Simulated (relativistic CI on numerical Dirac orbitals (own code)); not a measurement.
# Transition arrays of I¹³⁺

Calculated at this level of theory: Dirac-Coulomb-Breit CI, KLI orbitals optimised for each configuration, a model potential for QED, valence Slater integrals scaled by 0.9, whole transition arrays (own radial code, finite nucleus).

Configurations in the expansion (outside the closed core [Ar] 3d10 4s2): 4p⁶4d⁴, 4p⁶4d³4f, 4p⁵4d⁵, 4p⁶4d³5p, 4p⁶4d³5f. Levels of other configurations are missing.

All E1 lines from the levels of 4p⁶4d⁴; mean and standard deviation are weighted by gf, and upper levels are sorted by their leading configuration.

```
Upper configuration  Lines    Σgf  Mean (eV)  Mean (nm)  σ (eV)  Strongest line (nm)
           4p⁶4d³4f   2901  896.7     110.90     11.180    2.90               11.122
             4p⁵4d⁵   2971  515.2     111.42     11.128    5.45               10.915
           4p⁶4d³5p   1916  371.4     111.82     11.088    1.96               11.128
           4p⁶4d³5f   2825   10.3     179.83      6.895    2.29                6.875
```

Σgf per state of the lower configuration in bins of 0.05 nm over the central range (centre: value): 10.58: 0.03, 10.63: 0.04, 10.68: 0.05, 10.73: 0.04, 10.78: 0.05, 10.83: 0.16, 10.88: 0.22, 10.93: 0.58, 10.98: 0.26, 11.03: 1.04, 11.08: 0.83, 11.13: 1.94, 11.18: 1.05, 11.23: 0.89, 11.28: 0.45, 11.33: 0.27, 11.38: 0.08, 11.43: 0.05, 11.48: 0.04, 11.53: 0.02, 11.58: 0.03, 11.63: 0.02.

Q: How do configuration mixing and the scaling of the Slater integrals move the arrays?

A: Slater scale 0.9, no configuration mixing: 4p⁶4d³4f 103.2 ± 4.6 eV (Σgf 807.2), 4p⁵4d⁵ 100.9 ± 8.3 eV (Σgf 709.0), 4p⁶4d³5p 113.6 ± 2.3 eV (Σgf 115.0), 4p⁶4d³5f 179.2 ± 2.4 eV (Σgf 31.6); Slater scale 1: 4p⁶4d³4f 113.0 ± 3.1 eV (Σgf 726.3), 4p⁵4d⁵ 113.4 ± 6.2 eV (Σgf 413.9), 4p⁶4d³5p 113.4 ± 2.0 eV (Σgf 676.1), 4p⁶4d³5f 180.0 ± 2.5 eV (Σgf 9.2); Slater scale 0.8: 4p⁶4d³4f 108.8 ± 2.7 eV (Σgf 972.8), 4p⁵4d⁵ 109.0 ± 5.7 eV (Σgf 474.9), 4p⁶4d³5p 110.9 ± 2.1 eV (Σgf 302.6), 4p⁶4d³5f 179.7 ± 2.1 eV (Σgf 11.4). With mixing, levels are counted to their leading configuration, so an array can shrink or vanish into another, and the sums then hold other lines.
